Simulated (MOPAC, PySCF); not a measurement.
CHGeNO, SMILES `N#[C][Ge][OH]` (lower singlet), neutral singlet in the gas phase. This singlet lies 2.33 eV below the relaxed triplet at the level frozen-core CCSD(T)/cc-pVTZ // B3LYP-D3(BJ)/def2-TZVP (Ansatz).

Cartesian coordinates (Å):
SMILES: N#[C][Ge][OH]
```xyz
5

N      2.1856    -0.2706    -0.4015
C      1.1786     0.2238    -0.1217
Ge    -0.5328     1.1840     0.3999
O     -1.6218    -0.1675    -0.0150
H     -1.2096    -0.9697    -0.3580
```
Charge 0, multiplicity 1.

All levels are single points at this geometry (B3LYP-D3(BJ)/def2-TZVP); Pople sets use spherical d functions. Orbital energies aren't observables, and empty levels follow the basis.

```json
[
 {"level": "B3LYP-D3(BJ)/def2-TZVP in PySCF", "HOMO (eV)": "-8.38", "LUMO (eV)": "-3.42", "gap (eV)": "4.96", "dipole (D)": "2.64", "vertical IE, Delta-SCF (eV)": "–"},
 {"level": "B3LYP/6-31G* in PySCF", "HOMO (eV)": "-8.18", "LUMO (eV)": "-3.22", "gap (eV)": "4.96", "dipole (D)": "2.26", "vertical IE, Delta-SCF (eV)": "10.78"},
 {"level": "M06-2X/6-31G* in PySCF", "HOMO (eV)": "-9.40", "LUMO (eV)": "-2.10", "gap (eV)": "7.30", "dipole (D)": "2.17", "vertical IE, Delta-SCF (eV)": "–"},
 {"level": "HF/6-31G* in PySCF", "HOMO (eV)": "-11.07", "LUMO (eV)": "-0.05", "gap (eV)": "11.02", "dipole (D)": "2.36", "vertical IE, Delta-SCF (eV)": "–"},
 {"level": "AM1 in MOPAC", "HOMO (eV)": "-9.03", "LUMO (eV)": "-1.33", "gap (eV)": "7.70", "dipole (D)": "0.95", "vertical IE, Delta-SCF (eV)": "–"},
 {"level": "PM3 in MOPAC", "HOMO (eV)": "-10.98", "LUMO (eV)": "-1.18", "gap (eV)": "9.80", "dipole (D)": "3.13", "vertical IE, Delta-SCF (eV)": "–"}
]
```
